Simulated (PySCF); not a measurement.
Vertical excitations of a molecule CH10N2Si3 from TDA-LC-ωPBE/def2-SVPD (PySCF 2.14.0), as energy in eV (oscillator strength): 5.76 (0.066), 5.97 (0.019), 6.54 (0.072), 6.67 (0.138), 6.75 (0.017), 7.03 (0.081). Lowest triplet (TDA): 4.95 eV. Geometry optimised at PBE0-D3(BJ)/def2-SVP. The values are those of a single conformer.

Problem. Which structure fits?
A) C[Si@H]1N[Si@@H]([SiH3])N1
B) N[Si@@H]1CN([SiH3])[SiH2]1
C) N[Si@@]1([SiH3])NC[SiH2]1
D) N[SiH2]C1[SiH2]N[SiH2]1

Solution. C, N[Si@@]1([SiH3])NC[SiH2]1
